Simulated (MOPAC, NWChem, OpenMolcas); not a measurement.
**GeH2 (SMILES [GeH2]): the highest harmonic wavenumber at each level's own minimum, rung by rung**

GeH2, singlet, SMILES `[GeH2]`. Each level relaxes the structure for itself.

Each level gives the highest harmonic wavenumber at each level's own minimum (cm⁻¹). The values are calculated.

```csv
level,kind,program,value (cm⁻¹)
PM6,semi-empirical,MOPAC,2239
PM6-D3,semi-empirical,MOPAC,2241
PM6-D3H4,semi-empirical,MOPAC,2242
PM6-DH2,semi-empirical,MOPAC,2239
HF/3-21G,Hartree–Fock,OpenMolcas,1924
HF/6-31G* (Cartesian functions),Hartree–Fock,OpenMolcas,2028
HF/cc-pVTZ,Hartree–Fock,OpenMolcas,2021
B3LYP-D3(BJ)/6-31G* (spherical functions),global hybrid,NWChem,1895
B3LYP/6-31G* (spherical functions),global hybrid,NWChem,1898
PBE0/def2-SVP,global hybrid,OpenMolcas,3336
```

All-electron rows without a relativistic Hamiltonian named are non-relativistic. Harmonic and unscaled. The values span 1895 to 3336 cm⁻¹.
